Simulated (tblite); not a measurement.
Cl₅Ta, charge -1, doublet, geometry from GFN2-xTB (such geometries of metal compounds can be far from the true shape) (the multiplicity is a formal guess); tblite with GFN1-xTB.

Input for tblite:
```
$ tblite run mol.xyz --method gfn1 --charge -1 --spin 1 --etemp 2000 --json tblite.json --no-restart

# file mol.xyz
6

Ta     0.05144744     0.04207757    -0.03644656
Cl     1.73907412    -0.59013818     1.59068050
Cl    -1.61972561     0.68775034    -1.67522975
Cl     0.07586183     2.18513661     0.77698286
Cl     1.13346920    -1.19605508    -1.63370108
Cl    -1.54960089    -1.26737972     1.09777330
```

### Question
Write the output that tblite gives for this input, abridged.

### Answer

```
xTB calculator
 | screened Coulomb repulsion
 | Coulomb electrostatics
 |  * isotropic Klopman-Ohno-Mataga-Nishimoto electrostatics
 |  * onsite third-order electrostatics
 | DFT-D3(BJ) dispersion correction

halogen bonding energy    0.0000000000000E+00 Eh
repulsion energy          2.2291022842592E-02 Eh
dispersion energy        -4.6939501457023E-03 Eh
number of electrons       4.1000000000000E+01 e
integral cutoff           3.6814730210589E+01 bohr

------------------------------------------------------------
  cycle        total energy    energy error   density error
------------------------------------------------------------
      1     -23.76538718352  -2.3782984E+01   5.5754031E-01
      2     -23.78701404951  -2.1626866E-02   2.8787298E-01
      3     -23.79164621597  -4.6321665E-03   8.7284539E-02
      4     -23.79136322472   2.8299125E-04   6.3131318E-02
      5     -23.79204041418  -6.7718946E-04   2.0998097E-03
      6     -23.79204075871  -3.4453769E-07   8.2392900E-04
      7     -23.79204078846  -2.9747383E-08   4.1918245E-04
      8     -23.79204080557  -1.7109933E-08   9.6052454E-05
      9     -23.79204080664  -1.0675727E-09   3.7839768E-06
------------------------------------------------------------

electronic energy        -2.3809637879335E+01 Eh
total energy             -2.3792040806638E+01 Eh

Post processing:
 | Mayer-Wiberg bond orders

[Info] JSON dump of results written to 'tblite.json'
```
